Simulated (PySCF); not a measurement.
**CH12Si4: core ionisation energies**

CH₁₂Si₄.
Numbering: `[CH3:1][Si:2]([SiH3:3])([SiH3:4])[SiH3:5]`

Theory: delta-SCF UKS SCAN, pcX-2 on the ionised atom, pcseg-1 elsewhere, spin-free X2C in PySCF 2.14.0. Binding energies are ΔSCF values: E(core-ionised, relaxed orbitals) − E(ground state) at a fixed geometry, referred to the vacuum level.

Question: What binding energy does each computed site have?

Answer: 
| atom(s) | bonded to | level | binding energy (eV) | 2p1/2 (eV) | above the level's lowest (eV) | count |
| --- | --- | --- | --- | --- | --- | --- |
| Si2 | C and 3 Si | Si 2p3/2 | 105.76 | 106.39 | 0.00 | 1 |
| Si3/Si4/Si5 | 3 H and Si | Si 2p3/2 | 106.25 | 106.88 | +0.49 | 3 |
| C1 | 3 H and Si | C 1s | 290.18 | – | 0.00 | 1 |
| Si2 | C and 3 Si | Si 1s | 1845.42 | – | 0.00 | 1 |
| Si3/Si4/Si5 | 3 H and Si | Si 1s | 1845.97 | – | +0.55 | 3 |

Lowest listed Si 1s: Si2, bonded to C and 3 Si. Highest, 0.55 eV above it: Si3/Si4/Si5, bonded to 3 H and Si. Summing the Pauling electronegativity differences to the bonded atoms, each weighted by its formal bond order, gives +0.65 for the lowest site and +0.90 for the highest.

The listed Si 2p3/2 values span 0.49 eV, from Si2 (bonded to C and 3 Si) to Si3/Si4/Si5 (bonded to 3 H and Si). Summing the Pauling electronegativity differences to the bonded atoms, each weighted by its formal bond order, gives +0.65 for the lowest site and +0.90 for the highest.

Question: Give the binding energy of Si 2p3/2 of Si2 in hartree and in kJ/mol.

Answer: 105.76 eV = 3.8866 Eh = 10204 kJ/mol.

The first atom of each set that the bonding makes equivalent was ionised and stands for the set. Spin–orbit and ligand-field terms were added within each 2p shell after the spin-free SCF. 2p1/2 minus 2p3/2 (ligand field included): Si 0.62 eV. Isolated species at its PBE0-D3(BJ)/def2-SVP geometry, gas phase.
